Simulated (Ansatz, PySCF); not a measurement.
This PySCF input computes a CAM-B3LYP/def2-TZVPD energy:

```python
from pyscf import gto, scf, dft

mol = gto.M(
    atom='''
    C     1.28908202    0.05065326   -0.02399096
    C     0.04829639   -0.16914329    0.32237893
    O    -1.03402321    0.19774149   -0.43129402
    H     2.26967487   -0.13066286    0.37328434
    H    -0.18180107   -0.67394422    1.26367613
    H    -1.83995856   -0.06638461    0.02306391
    ''',
    basis='def2-tzvpd',
    charge=0,
    spin=1,
    verbose=4,
)

mf = dft.UKS(mol, xc='camb3lyp').density_fit(auxbasis='def2-universal-jkfit')
mf.grids.level = 3
mf.conv_tol = 1e-9
mf.max_cycle = 100
mf.max_memory = 1500
mf.kernel()
if not mf.converged:
    mf = mf.newton()
    mf.kernel(mf.make_rdm1())
for _ in range(2):
    mo, _, stable, _ = mf.stability(return_status=True)
    if stable:
        break
    mf.kernel(mf.make_rdm1(mo, mf.mo_occ))
mf.analyze()
```

Task: Write an input for the same energy in Ansatz (a quantum-chemistry and plane-wave program) and say what it gives.

Result: 
Ansatz 0.2 input:
```yaml
crystal:
  periodic: [false, false, false]
  atoms:
    - {symbol: C, position_ang: [1.28908202, 0.05065326, -0.02399096]}
    - {symbol: C, position_ang: [0.04829639, -0.16914329, 0.32237893]}
    - {symbol: O, position_ang: [-1.03402321, 0.19774149, -0.43129402]}
    - {symbol: H, position_ang: [2.26967487, -0.13066286, 0.37328434]}
    - {symbol: H, position_ang: [-0.18180107, -0.67394422, 1.26367613]}
    - {symbol: H, position_ang: [-1.83995856, -0.06638461, 0.02306391]}
basis:
  gaussian:
    orbitals: def2-TZVPD
hamiltonian:
  xc: {name: CAM-B3LYP}
magnetization: {spin_polarized: true, initial_magnetization: 1}
output: {forces: true}
```
It gives -153.11577 Eh, and PySCF -153.11582 Eh, a difference of 0.05 mEh, from the treatment of integrals and grids.

It need not be the lowest isomer of its formula.
